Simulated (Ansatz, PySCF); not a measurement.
Gas-phase reaction (SMILES): N[Si](O)(O)O + H+ → [NH3+][Si](O)(O)O; protonation at N, whose ΔH is minus the proton affinity.

Each molecule is optimised on its own at B3LYP-D3(BJ)/def2-TZVP (Ansatz, an electronic-structure program), one conformer each, not searched for the lowest. Correlated levels leave the core frozen unless marked. Spin-orbit coupling is left out. Non-relativistic. CBS(X,Y): correlation extrapolated as X^-3; Hartree-Fock from the larger set. Thermal terms are rigid-rotor harmonic-oscillator values from B3LYP-D3(BJ) frequencies (PySCF) at 298.15 K and 1 atm. 1 Eh = 627.5095 kcal/mol. The proton has no electrons: its energy is zero and its thermal terms are those of translation.

```
species            E, CCSD(T)/CBS(cc-pV(T+d)Z,cc-pV(Q+d)Z) (Ansatz) (Eh)  E, r2SCAN-D4/def2-TZVPD (Ansatz + dftd4) (Eh)  H - E (Eh)  G - E (Eh)
-----------------  -----------------------------------------------------  ---------------------------------------------  ----------  ----------
N[Si](O)(O)O                                                  -572.50706                                     -573.10801     0.07786     0.03793
H+                                                               0.00000                                        0.00000     0.00236    -0.01000
[NH3+][Si](O)(O)O                                             -572.86144                                     -573.46381     0.09191     0.05219
```

Task: Work out ΔE and ΔH, ΔG, ΔS and the equilibrium constant at 298.15 K at the first level, then ΔH at the second.

Result: 
1. ΔE = [(-572.86144)] - [(-572.50706) + (0.00000)] = -0.35438 Eh = -222.4 kcal/mol at CCSD(T)/CBS(cc-pV(T+d)Z,cc-pV(Q+d)Z).
2. The terms H - E add up to 0.01169 Eh, so ΔH = (-0.35438 + (0.01169))×627.5095 = -215.0 kcal/mol.
3. The terms G - E add up to 0.02426 Eh, so ΔG = -207.2 kcal/mol, and ΔS = (0.01169 - (0.02426))×627509.5/298.15 = -26.5 cal/(mol K).
4. log10 K = -ΔG/(RT ln 10) = 151.9, with RT ln 10 = 1.3642 kcal/mol.
5. At r2SCAN-D4/def2-TZVPD the same steps give ΔE = -223.3 and ΔH = -215.9 kcal/mol, a shift of -0.9 from the first level.
6. These values are not checked against measurement here, since the tables used lack a sound gas-phase enthalpy of formation for at least one species, or one in the same ion convention.
